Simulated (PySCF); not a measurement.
# NaHg: energy against distance

Set-up: Na def2-SVPD, Hg def2-SVPD with ECP60; scalar-relativistic core potentials (PySCF 2.14). Energies in eV from Na + Hg in their ground configurations at the same level. State: ²Σ⁺ (doublet), unpaired electrons σ ↑.

```tsv
R (Å)	UHF-CCSD(T)	UHF-CCSD	UHF
3.016			0.2213
3.156	-0.0115	-0.0005	0.1630
3.297	-0.0330	-0.0230	0.1230
3.402	-0.0414	-0.0322	0.1011
3.507	-0.0454	-0.0369	0.0841
3.612	-0.0465	-0.0388	0.0705
3.752	-0.0453	-0.0385	0.0563
3.928	-0.0417	-0.0359	0.0430
4.138	-0.0364	-0.0317	0.0312
4.419			0.0202
```

Problem. Put a parabola through the three lowest points of the UHF-CCSD(T) curve and estimate Re, k and ωe (reduced mass 20.64 u; 1 eV/Å² = 0.16022 mdyn/Å; ωe = 1302.8·√(k/μ) cm⁻¹).

Solution. Through R = 3.507, 3.612, 3.752 Å the second-order coefficient is 0.0777 eV/Å², so Re ≈ 3.627 Å, k ≈ 0.0249 mdyn/Å and ωe ≈ 45 cm⁻¹. A polynomial fit of higher order to the unrounded UHF-CCSD(T) energies gives Re = 3.616 Å, k = 0.0255 mdyn/Å, ωe = 45.8 cm⁻¹; anharmonicity and rounding make the difference.

The higher-order fit for each curve: UHF-CCSD(T): Re = 3.616 Å, ωe = 45.8 cm⁻¹, De = 0.047 eV; UHF-CCSD: Re = 3.663 Å, ωe = 41.5 cm⁻¹, De = 0.039 eV. UHF gives no reliable minimum on this grid.

Correlated steps freeze 1 core orbital. The bond is weak. Basis-set superposition, not corrected here, can be much of De in a small basis, most of all at correlated wavefunction levels. Spin–orbit coupling is left out. The state is the lowest determinant that a PBE0 search found; another state may lie lower at other levels.
